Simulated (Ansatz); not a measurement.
## CuNOZn: which of two structures lies lower

Structure a is a triplet given by its coordinates and structure b is the triplet with the links of `O=[N][Zn][Cu]`. Both are isolated molecules in the gas phase, relaxed with r2SCAN-D4/def2-SVP.

a (Å):

```xyz
4

Cu   -1.6746    1.6992    2.5570
N    -3.2257    0.7375    2.4971
O    -3.5378   -0.4140    2.3963
Zn    0.4851    2.5199    2.5925
```

Close contacts (Å): Cu1–N2 1.83, Cu1–Zn4 2.31, N2–O3 1.20.

b (Å):

```xyz
4

Cu   -3.7645    3.2642    1.8295
N    -1.1880    0.1701    2.5367
O    -0.6478   -0.4818    3.4016
Zn   -2.3944    1.6180    2.3869
```

Problem. Estimate E(b) − E(a) at the level CCSD(T)/def2-TZVP.

Solution. Calculated at CCSD(T)/def2-TZVP: E(b) − E(a) = −0.052 eV, so structure b lies lower.

The same difference at several levels:

| level | geometry | E(b) − E(a) (eV) | departure from the last row (eV) | job, with rough time for the two |
| --- | --- | --- | --- | --- |
| r2SCAN-D4/def2-SVP | r2SCAN-D4/def2-SVP | +0.178 | +0.230 | optimisation, 3.1 min |
| HF/def2-TZVP | r2SCAN-D4/def2-SVP | −0.411 | −0.359 | part of the CCSD(T) run |
| MP2/def2-TZVP | r2SCAN-D4/def2-SVP | −0.118 | −0.066 | part of the CCSD(T) run |
| CCSD(T)/def2-TZVP | r2SCAN-D4/def2-SVP | −0.052 |  | single point, 14 min |

r2SCAN-D4/def2-SVP puts the two in the other order. The largest departure from CCSD(T)/def2-TZVP is that of HF/def2-TZVP, 0.359 eV. Levels run at GFN2-xTB geometries aren't shown. The triplet state of a needn't be its ground state. The triplet state of b needn't be its ground state.

With harmonic frequencies from r2SCAN-D4/def2-SVP (ideal gas, rigid rotor, one conformer each, 298.15 K, 1 atm): on the last row, ΔE + ΔZPE = −0.048 eV. A mode under 50 cm⁻¹ makes harmonic enthalpies and free energies unreliable, so none is given.

Open shells are spin-unrestricted. The correlated steps freeze 12 core orbitals; the last core shell of Cu and Zn is correlated, in a basis made for valence electrons. Codes used: Ansatz 0.2.0; the last row on 2 threads of Arm Neoverse V2 on a shared host.
